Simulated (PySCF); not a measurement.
H₆N₂Si, SMILES [SiH2](N)N.

Coordinates come from a PBE0-D3(BJ)/def2-TZVP optimisation. Other conformers were not sampled.

All values below come from TDA-ωB97X/def2-SVPD in PySCF 2.14.0.

Vertical excitations. The molecule is in vacuum. State labels are in the subgroup C2.

Q: Estimate the UV-visible absorptions. (The exact figures need the calculation; the answer reports its results.)

A: 
```json
[
 {"state": "S1", "symmetry": "B", "energy (eV)": "6.99", "λ (nm)": "177", "f": "0.029", "main pairs": "HOMO→LUMO 71 %, HOMO−1→LUMO+1 21 %"},
 {"state": "S2", "symmetry": "A", "energy (eV)": "7.08", "λ (nm)": "175", "f": "0.052", "main pairs": "HOMO→LUMO+1 48 %, HOMO−1→LUMO 45 %"},
 {"state": "S3", "symmetry": "A", "energy (eV)": "7.85", "λ (nm)": "158", "f": "0.002", "main pairs": "HOMO→LUMO+1 40 %, HOMO−1→LUMO 36 %, HOMO→LUMO+4 8 %, HOMO−1→LUMO+2 7 %"},
 {"state": "S4", "symmetry": "B", "energy (eV)": "8.08", "λ (nm)": "153", "f": "0.062", "main pairs": "HOMO−1→LUMO+1 50 %, HOMO→LUMO+3 17 %, HOMO→LUMO+2 16 %, HOMO→LUMO 9 %"},
 {"state": "S5", "symmetry": "B", "energy (eV)": "8.42", "λ (nm)": "147", "f": "0.085", "main pairs": "HOMO→LUMO+2 69 %, HOMO→LUMO 11 %"},
 {"state": "S6", "symmetry": "A", "energy (eV)": "8.79", "λ (nm)": "141", "f": "0.001", "main pairs": "HOMO−1→LUMO+2 35 %, HOMO→LUMO+5 32 %, HOMO−1→LUMO+6 17 %"},
 {"state": "S7", "symmetry": "A", "energy (eV)": "8.91", "λ (nm)": "139", "f": "0.000", "main pairs": "HOMO−1→LUMO+3 37 %, HOMO−2→LUMO+1 17 %, HOMO−1→LUMO+2 15 %, HOMO→LUMO+4 13 %"},
 {"state": "S8", "symmetry": "B", "energy (eV)": "8.94", "λ (nm)": "139", "f": "0.056", "main pairs": "HOMO→LUMO+3 29 %, HOMO→LUMO+6 21 %, HOMO−1→LUMO+5 16 %, HOMO−1→LUMO+4 10 %"},
 {"state": "S9", "symmetry": "B", "energy (eV)": "9.00", "λ (nm)": "138", "f": "0.067", "main pairs": "HOMO→LUMO+3 25 %, HOMO−1→LUMO+5 24 %, HOMO→LUMO+6 14 %, HOMO−1→LUMO+4 12 %"},
 {"state": "S10", "symmetry": "A", "energy (eV)": "9.14", "λ (nm)": "136", "f": "0.066", "main pairs": "HOMO→LUMO+4 27 %, HOMO→LUMO+5 24 %, HOMO−1→LUMO+2 22 %, HOMO−1→LUMO 9 %"},
 {"state": "T1", "symmetry": "B", "energy (eV)": "6.76", "λ (nm)": "184", "f": "0", "main pairs": "HOMO→LUMO 63 %, HOMO−1→LUMO+1 24 %"},
 {"state": "T2", "symmetry": "A", "energy (eV)": "6.82", "λ (nm)": "182", "f": "0", "main pairs": "HOMO→LUMO+1 52 %, HOMO−1→LUMO 37 %"},
 {"state": "T3", "symmetry": "A", "energy (eV)": "7.58", "λ (nm)": "164", "f": "0", "main pairs": "HOMO−1→LUMO 38 %, HOMO→LUMO+1 33 %, HOMO→LUMO+4 9 %, HOMO−1→LUMO+2 7 %"},
 {"state": "T4", "symmetry": "B", "energy (eV)": "7.62", "λ (nm)": "163", "f": "0", "main pairs": "HOMO−1→LUMO+1 52 %, HOMO→LUMO+3 15 %, HOMO→LUMO 14 %, HOMO→LUMO+2 8 %"}
]
```
Triplets are in the Tamm–Dancoff approximation.
